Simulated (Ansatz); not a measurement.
Stepwise reaction of `C[SiH2][SiH](O)O` with hydrogen fluoride, as a gas-phase model of exchange steps in deposition or etching. ΔE in kJ/mol.

Computed with Ansatz on PBE0-D4/def2-TZVP structures; ΔE is electronic, products minus reactants. CBS: MP2 limit from def2 TZ/QZ plus the TZ coupled-cluster correction, frozen cores. This one scheme is used for every species. DFT in def2-TZVPP. B3LYP here is the variant with VWN-RPA as its local correlation; programs differ in this. Each species was taken in one conformer, which may not be the lowest.

```
step                                             reaction  PBE-D4  B3LYP-D4  ωB97M-V  CCSD(T)/CBS
   1  `C[SiH2][SiH](O)O` + H–F → `C[SiH2][SiH](O)F` + H₂O   -46.9     -49.7    -49.1        -47.8
```

Question: Give the row of step 2, `C[SiH2][SiH](O)F` + H–F → `C[SiH2][SiH](F)F` + H₂O. (An estimate is asked.)

Answer: Ansatz gave: 
| step | reaction | PBE-D4 | B3LYP-D4 | ωB97M-V | CCSD(T)/CBS |
| --- | --- | --- | --- | --- | --- |
| 2 | `C[SiH2][SiH](O)F` + H–F → `C[SiH2][SiH](F)F` + H₂O | -38.3 | -40.4 | -39.9 | -39.3 |

Question: By hand: ΔE of the 2 steps together at CCSD(T)/CBS.

Answer: (-47.8) + (-39.3) = -87.1 kJ/mol, or -43.5 kJ/mol a step.

In ΔE each step is higher than the one before. All are downhill at CCSD(T)/CBS. PBE-D4 differs from CCSD(T)/CBS by 0.9 to 1.0 kJ/mol a step. Isolated molecules leave out the surface, adducts and barriers. Largest T1 diagnostic: 0.012.
